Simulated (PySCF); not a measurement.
Gas-phase reaction: GaOH + 4 H → GaH₃ + H₂O

Computed with PySCF and rigid-rotor harmonic-oscillator thermochemistry at 1 bar. † marks an energy on the PBE0/def2-TZVP geometry and frequencies; other levels use their own. MP2 freezes the core. 6-31G* has spherical d functions here. Open shells (unrestricted): H (multiplicity 2); the rest are closed-shell singlets. B3LYP is the form with VWN-RPA correlation. Ga: all electrons, no relativistic terms. GaOH, GaH₃: computed as isolated molecules; such fragments, hydroxides, amides, oligomers or adducts are transient or little studied in the gas. MP2 isn't extrapolated to the basis-set limit.

```
level               ΔH°(298 K), kJ
------------------  --------------
B3LYP/6-31G*            (withheld)
HF/6-31G*                     -612
HF/def2-TZVP†                 -624
MP2/def2-TZVPP†         (withheld)
PBE/def2-TZVP†                -769
PBE0/def2-SVP†                -779
PBE0/def2-TZVP                -788
r2SCAN/def2-TZVP†       (withheld)
ωB97M-V/def2-TZVP†            -809
ωB97X-V/def2-TZVP†      (withheld)
```

**Question.** What belongs in the gaps?

**Answer.** 
- B3LYP/6-31G*, ΔH°(298 K), kJ: -785
- MP2/def2-TZVPP†, ΔH°(298 K), kJ: -780
- r2SCAN/def2-TZVP†, ΔH°(298 K), kJ: -805
- ωB97X-V/def2-TZVP†, ΔH°(298 K), kJ: -816
